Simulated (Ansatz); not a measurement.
A made-up structure of CH4In, doublet:

```
6
angstrom
C 0.0615 0.9797 0.0110
In -0.0713 -1.1348 -0.0128
H -0.3429 -2.0851 1.4071
H 0.0813 -2.0796 -1.4539
H 0.2297 1.4911 -0.9021
H -0.0426 1.4875 0.9356
```

It is relaxed with PBE-D4/def2-SVP and then PBE0-D4/def2-TZVP (Ansatz 0.2.0). Atoms count as bonded within 1.22 times the sum of their covalent radii (H–H: 0.88 Å). The end point is not checked to be a true minimum.

Question: Does its bonding change? (A judgement: the text doesn't fix the answer.)

Answer: Computed: No: no bond forms or breaks.

Where it ends: The first stage lowers the energy by 0.14 eV in 5 steps. It ends as CH₄In ([CH2][InH2]):
```
atom    x (Å)    y (Å)    z (Å)
  C1   0.0575   0.9112   0.0103
 In2  -0.0753  -1.2033  -0.0135
  H3  -0.3492  -2.0340   1.4707
  H4   0.0937  -2.0282  -1.5164
  H5   0.2278   1.5083  -0.8825
  H6  -0.0389   1.5048   0.9163
```

Labels in which every atom is bracketed show which atoms are joined, not bond orders.

For scale, one of the runs: PBE0-D4/def2-TZVP relaxation, 105 basis functions, launched by `ansatz run in.yaml --threads 2 --pin off --events-out ev --progress --plain --max-ram 4352MiB`. Hardware: 2 CPU threads of an Arm Neoverse V2, shared host. Wall time about 9.5 s.
